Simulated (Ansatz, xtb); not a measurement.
## CH7SbSi: 3 structures ranked

3 gas-phase structures of CH7SbSi, from a drawn sample of its isomers (lower ones may exist). Each was relaxed with GFN2-xTB:

A. `C[SiH2][SbH2]`, a singlet
B. `[SiH3][CH2][SbH2]`, a singlet
C. `[CH3][SbH][SiH3]`, a singlet

Problem. Estimate their order in r2SCAN-D4/def2-SVP energy at these geometries, lowest first.

Solution. Calculated order at r2SCAN-D4/def2-SVP: A (0.0), C (32.5), B (64.2) kJ/mol.

Energies above the lowest of each column, in kJ/mol; the last columns are at PBE0-D4/def2-SVP geometries:

```json
{"structure": "A", "GFN2-xTB": "15.4", "HF/STO-3G": "0.0", "r2SCAN-D4/def2-SVP": "0.0", "PBE0-D4/def2-SVP": "0.0", "CCSD(T)/def2-SVP + ΔMP2/def2-TZVPP": "0.0"}
{"structure": "C", "GFN2-xTB": "0.0", "HF/STO-3G": "14.8", "r2SCAN-D4/def2-SVP": "32.5", "PBE0-D4/def2-SVP": "31.8", "CCSD(T)/def2-SVP + ΔMP2/def2-TZVPP": "24.0"}
{"structure": "B", "GFN2-xTB": "39.1", "HF/STO-3G": "74.6", "r2SCAN-D4/def2-SVP": "64.2", "PBE0-D4/def2-SVP": "66.9", "CCSD(T)/def2-SVP + ΔMP2/def2-TZVPP": "50.9"}
```

CCSD(T)/def2-SVP + ΔMP2/def2-TZVPP puts A lowest; GFN2-xTB picks C. Flexible structures stand in one conformer each, not always the lowest. Atoms past krypton carry core potentials in the def2 sets, without spin–orbit terms. ΔMP2 is the change of the MP2 energy from the smaller to the larger basis.

Programs: Ansatz 0.2.0, xtb 6.7.1.
